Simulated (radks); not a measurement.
Results of a calculation; reference values are marked as such.
Task: The mean radii <r> (bohr) of the occupied orbitals of an atom or ion are listed with their occupations. Level of theory: Dirac Kohn-Sham, BLYP, spin-unpolarised, spherical densities, point nucleus (a radial shooting solver on a logarithmic mesh with Libxc functionals).

| orbital | occ. | <r> |
|---|---|---|
| 1s1/2 | 2 | 0.02722 |
| 2s1/2 | 2 | 0.1167 |
| 2p1/2 | 2 | 0.09845 |
| 2p3/2 | 4 | 0.1041 |
| 3s1/2 | 2 | 0.3137 |
| 3p1/2 | 2 | 0.3039 |
| 3p3/2 | 4 | 0.3154 |
| 3d3/2 | 4 | 0.2862 |
| 3d5/2 | 6 | 0.2899 |
| 4s1/2 | 2 | 0.7322 |
| 4p1/2 | 2 | 0.7615 |
| 4p3/2 | 4 | 0.7880 |
| 4d3/2 | 4 | 0.8787 |
| 4d5/2 | 4 | 0.8884 |
| 5s1/2 | 2 | 1.752 |
| 5p1/2 | 2 | 1.976 |
| 5p3/2 | 2 | 2.049 |
| 6s1/2 | 2 | 4.277 |

Name the element and its charge. Open shells, if any, fill j = l - 1/2 first.

Result: Z = 53, iodine, charge +1: I+ in [Kr] 4d8 5s2 5p4 6s2. The 1s radius gives Z: for a bare nucleus <r> = (2 gamma + 1)/(2Z) with gamma = sqrt(1 - (Z/c)^2), 0.02683 bohr for Z = 53, and screening makes it slightly larger (0.02722 here). The occupations add up to 52, and the charge is Z minus that.
